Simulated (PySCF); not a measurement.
Species: C5H14SSi2.
Structure used (GFN2-xTB), in Å, numbered top down from 1:
```
atom  x, y, z in Å
C1     4.174    0.326   -0.196
S2     2.688    1.073    0.541
C3     1.524   -0.301    0.301
Si4   -0.188    0.221    0.974
C5    -1.421   -1.232    0.743
C6    -2.202   -1.025   -0.556
C7    -2.791    0.384   -0.639
Si8   -1.393    1.668   -0.377
H9     3.966    0.050   -1.227
H10    4.956    1.077   -0.162
H11    4.467   -0.546    0.382
H12    1.925   -1.170    0.823
H13    1.491   -0.519   -0.766
H14    0.005    0.481    2.410
H15   -0.948   -2.214    0.733
H16   -2.123   -1.230    1.578
H17   -1.535   -1.186   -1.408
H18   -3.002   -1.768   -0.630
H19   -3.545    0.499    0.142
H20   -3.309    0.508   -1.590
H21   -1.944    2.898    0.201
H22   -0.808    2.025   -1.678
```

NICS = −σ at a ghost point: NICS(0) at the centroid of the ring atoms, NICS(1) 1 Å to either side along the normal of their mean plane, zz for the tensor component along that normal. Level: GIAO PBE0/pcSseg-1 (PySCF, non-relativistic, gas phase) on the GFN2-xTB geometry, one conformer.

Ring bond lengths (Å), with Mayer bond orders in brackets: Si4–C5 1.920 (0.89), C5–C6 1.530 (1.03), C6–C7 1.530 (1.03), C7–Si8 1.917 (0.91), Si8–Si4 2.318 (0.93).

Problem. What do the NICS probes read (ppm)?

Solution. 
```json
{"ring": "Si4–C5–C6–C7–Si8", "type": "5-membered ring with 2 Si; formal bonds all single", "NICS(0)": "-4.1", "NICS(1), two faces": "-4.2 / -3.5", "NICS(1)zz, two faces": "-2.1 / -0.9", "rms pucker (Å)": "0.21", "centre to ring atoms, mean (Å)": "1.52"}
```

Problem. What do they say, and how far can they be read as aromaticity?

Solution. 
- Si4–C5–C6–C7–Si8: mean NICS(1)zz -1.5 ppm, near zero. Si4, C5, C6, C7, Si8 have four or more neighbours, and the NICS criterion for π rings isn't applied.

Problem. List the ring angles and the Hirshfeld charges of the ring atoms.

Solution. 
- Si4–C5–C6–C7–Si8: Si4 93.9° (+0.266 e), C5 109.2° (-0.160 e), C6 111.5° (-0.070 e), C7 109.2° (-0.159 e), Si8 92.3° (+0.238 e); sum 516.2° against 540° for a flat convex ring.

Problem. What are the shieldings of the ring atoms and their hydrogens in the same run (means over atoms taken as equivalent)?

Solution. 
| atoms | environment | σ isotropic (ppm) | principal values of the symmetric part, first atom (ppm) |
| --- | --- | --- | --- |
| Si4 | SiH silicon | 383.6 | 345.7, 393.0, 412.0 |
| C5 | sp3 carbon bound to silicon | 168.1 | 156.1, 165.2, 182.9 |
| C6 | ring CH2 carbon | 158.7 | 141.7, 164.2, 170.3 |
| C7 | sp3 carbon bound to silicon | 171.7 | 156.2, 165.7, 193.1 |
| Si8 | SiH2 silicon | 420.8 | 397.3, 399.7, 465.3 |
| H14 | Si–H hydrogen | 27.40 | 23.0, 26.5, 32.7 |
| H15 | methylene hydrogen | 30.45 | 25.4, 28.6, 37.3 |
| H16 | methylene hydrogen | 31.07 | 25.8, 28.9, 38.6 |
| H17 | methylene hydrogen | 30.59 | 26.6, 28.7, 36.5 |
| H18 | methylene hydrogen | 29.28 | 23.0, 27.5, 37.3 |
| H19 | methylene hydrogen | 31.22 | 26.2, 28.6, 38.9 |
| H20 | methylene hydrogen | 30.23 | 24.7, 27.6, 38.4 |
| H21 | Si–H hydrogen | 27.87 | 24.0, 25.5, 34.1 |
| H22 | Si–H hydrogen | 27.97 | 24.2, 26.1, 33.6 |

The list is cut; further classes of hydrogen are left out.
